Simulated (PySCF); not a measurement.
## GdB at PBE0

Computed with PBE0; Gd x2c-SVPall, B x2c-SVPall; spin-free X2C with a Gaussian nucleus (PySCF 2.14).

| Item | Value |
| --- | --- |
| state | decet, about 7.8 electrons in the 4f shell (Mulliken), real f orbitals that mix terms, a second solution, started from another occupation |
| bond length | 2.376 Å |
| harmonic wavenumber | 457 cm⁻¹ |
| force constant | 1.26 mdyn/Å |
| rotational constant Be | 0.2902 cm⁻¹ |
| anharmonicity ωexe | 2.47 cm⁻¹ |
| vibration–rotation constant αe | 0.00207 cm⁻¹ |
| energy of the minimum from ground-state Gd (4f7 5d1 6s2) + B | -0.72 eV |
| bond order (Mayer) | 1.92 |
| dipole moment (positive dipole means Gd(−)B(+)) | -5.32 D |

Spin–orbit coupling is left out, which matters for elements this heavy, above all for dissociation energies. Counting both spins, an empty level lies below a filled one in this solution, because spin and occupation are held.
